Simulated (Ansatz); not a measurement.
System: GeOF₂ (charge +1, doublet). SMILES of the parent species: [F][Ge](=[O])[F]

Atoms: Ge1, O2, F3, F4. Bonds: Ge1-O2, Ge1-F3, Ge1-F4.

Bond lengths (Å) and angles (degrees) optimised at HF/3-21G with Ansatz (a program for electronic structure); HF/6-31G* with LANL2DZ past Ar with Ansatz; PBE/6-31G* with LANL2DZ past Ar with Ansatz; B3LYP/LANL2DZ with Ansatz; B3LYP/6-31G* with LANL2DZ past Ar with Ansatz; MP2/6-31G* with LANL2DZ past Ar with Ansatz, each started from the B3LYP-D3(BJ)/def2-TZVP structure (Ansatz) of the last column. A row stands for all coordinates that are equal there. 6-31G* holds six Cartesian d functions. No wavenumbers were computed at PBE/6-31G* with LANL2DZ past Ar, B3LYP/LANL2DZ, MP2/6-31G* with LANL2DZ past Ar, so these may be saddle points.

| coordinate | HF/3-21G | HF/6-31G* with LANL2DZ past Ar | PBE/6-31G* with LANL2DZ past Ar | B3LYP/LANL2DZ | B3LYP/6-31G* with LANL2DZ past Ar | MP2/6-31G* with LANL2DZ past Ar | B3LYP-D3(BJ)/def2-TZVP |
|---|---|---|---|---|---|---|---|
| Ge1-O2 | 1.744 | 1.706 | 1.761 | 1.803 | 1.741 | 1.736 | 1.744 |
| Ge1-F3 | 1.639 | 1.602 | 1.659 | 1.701 | 1.638 | 1.634 | 1.664 |
| O2-Ge1-F3 | 121.1 | 120.3 | 120.2 | 120.5 | 120.2 | 120.1 | 120.6 |
| F3-Ge1-F4 | 117.9 | 119.4 | 119.5 | 119.0 | 119.5 | 119.8 | 118.8 |

Mean signed difference of all 3 bond lengths from B3LYP-D3(BJ)/def2-TZVP: HF/3-21G -0.017 Å, HF/6-31G* with LANL2DZ past Ar -0.054 Å, PBE/6-31G* with LANL2DZ past Ar 0.002 Å, B3LYP/LANL2DZ 0.044 Å, B3LYP/6-31G* with LANL2DZ past Ar -0.019 Å, MP2/6-31G* with LANL2DZ past Ar -0.023 Å.
